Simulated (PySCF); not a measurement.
Gas-phase reaction: WO2F2 + 2 Cl → WO2Cl2 + F2

Computed with PySCF and rigid-rotor harmonic-oscillator thermochemistry at 1 bar. † marks an energy on the PBE0/def2-TZVP geometry and frequencies; other levels use their own. MP2 and CCSD(T) freeze the core. Open shells (unrestricted): Cl (multiplicity 2, electronic degeneracy 6); the rest are closed-shell singlets. Spin-orbit splitting is ignored; it lowers the true energy and changes the entropy of Cl. B3LYP is the form with VWN-RPA correlation. W: scalar-relativistic def2 core potential, no spin-orbit coupling. WO2F2: computed as isolated molecules; such fragments, hydroxides, amides, oligomers or adducts are transient or little studied in the gas. MP2 isn't extrapolated to the basis-set limit; its ΔH°(298 K) is 143.0 kJ in def2-SVP and 100.0 kJ in def2-TZVPP. CCSD(T) isn't extrapolated to the basis-set limit; its ΔH°(298 K) is 152.7 kJ in def2-SVP and 124.3 kJ in def2-TZVPP. The harmonic model lacks anharmonicity and excited electronic states, which grow with temperature; levels with a mode under 35 cm⁻¹ are left out. Soft modes under 120 cm⁻¹ make the harmonic entropy rough for WO2Cl2. Warning, large T1 diagnostic: WO2Cl2, WO2F2 (CCSD(T)/def2-SVP†).

```json
[
 {"level": "B3LYP/def2-TZVP†", "ΔE electronic, kJ": "133", "ΔH°(298 K), kJ": "133", "ΔS°(298 K), J/K": "-111", "ΔG°(1800 K), kJ": "342"},
 {"level": "CCSD(T)/def2-SVP†", "ΔE electronic, kJ": "153", "ΔH°(298 K), kJ": "153", "ΔS°(298 K), J/K": "-111", "ΔG°(1800 K), kJ": "362"},
 {"level": "M06-2X/def2-TZVP†", "ΔE electronic, kJ": "118", "ΔH°(298 K), kJ": "118", "ΔS°(298 K), J/K": "-111", "ΔG°(1800 K), kJ": "327"},
 {"level": "MP2/def2-SVP†", "ΔE electronic, kJ": "143", "ΔH°(298 K), kJ": "143", "ΔS°(298 K), J/K": "-111", "ΔG°(1800 K), kJ": "352"},
 {"level": "MP2/def2-TZVPP†", "ΔE electronic, kJ": "100", "ΔH°(298 K), kJ": "100", "ΔS°(298 K), J/K": "-111", "ΔG°(1800 K), kJ": "309"},
 {"level": "PBE0/def2-TZVP", "ΔE electronic, kJ": "105", "ΔH°(298 K), kJ": "104", "ΔS°(298 K), J/K": "-111", "ΔG°(1800 K), kJ": "313"},
 {"level": "r2SCAN/def2-TZVP†", "ΔE electronic, kJ": "103", "ΔH°(298 K), kJ": "103", "ΔS°(298 K), J/K": "-111", "ΔG°(1800 K), kJ": "312"},
 {"level": "ωB97M-V/def2-TZVP†", "ΔE electronic, kJ": "108", "ΔH°(298 K), kJ": "108", "ΔS°(298 K), J/K": "-111", "ΔG°(1800 K), kJ": "317"},
 {"level": "ωB97X-V/def2-TZVP†", "ΔE electronic, kJ": "116", "ΔH°(298 K), kJ": "116", "ΔS°(298 K), J/K": "-111", "ΔG°(1800 K), kJ": "325"}
]
```
ΔH° is lowest at MP2/def2-TZVPP† and highest at CCSD(T)/def2-SVP†. No reference value is set beside these.
